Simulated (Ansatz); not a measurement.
Z-matrix (Å, degrees):
```
C
Cl 1 1.758
C 1 1.529 2 115.0
Cl 1 1.758 2 112.8 3 134.7
Si 1 1.861 2 119.9 3 -75.2
H 3 1.085 1 115.1 2 -0.4
H 3 1.085 1 115.0 2 134.2
H 5 1.475 1 118.2 2 -148.7
H 5 1.475 1 118.1 2 0.6
```

Total charge 0; spin multiplicity 1.

(1) List the ωB97M-V/def2-TZVPP orbital energies in eV (Ansatz). (Estimate.)

Results:

(1) The calculation gave: Occupied: -2772.18, -2772.18, -1807.53, -284.50, -281.90, -262.53, -262.53, -200.08, -200.08, -199.85, -199.85, -199.84, -199.84, -148.65, -102.77, -102.76, -102.74, -28.06, -25.74, -24.07, -19.02, -17.60, -16.01, -15.30, -13.73, -13.61, -12.82, -12.31, -11.37, -10.91, -10.43, -9.31. Lowest empty: 1.10, 2.14, 2.19, 2.75, 3.02, 3.88, 4.22, 4.73.
